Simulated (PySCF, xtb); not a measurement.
BiI3, SMILES [I][Bi]([I])[I].

GFN2-xTB run with xtb 6.7.1 at its own geometry gives an orbital gap of 5.10 eV and a dipole moment of 9.59 D.

Coordinates come from a B3LYP-D3(BJ)/def2-SVP optimisation. The isomer is the one that the SMILES or the coordinates give; other isomers of the formula were not compared. The def2 effective core potentials stand for the cores of Bi, I; spin–orbit coupling is left out.

Q: What does PBE/def2-TZVP in PySCF give? (An estimate is asked for; the answer gives what the named calculation found.)

A: gap 2.69 eV (levels -6.48 and -3.79 eV), dipole 2.48 D.
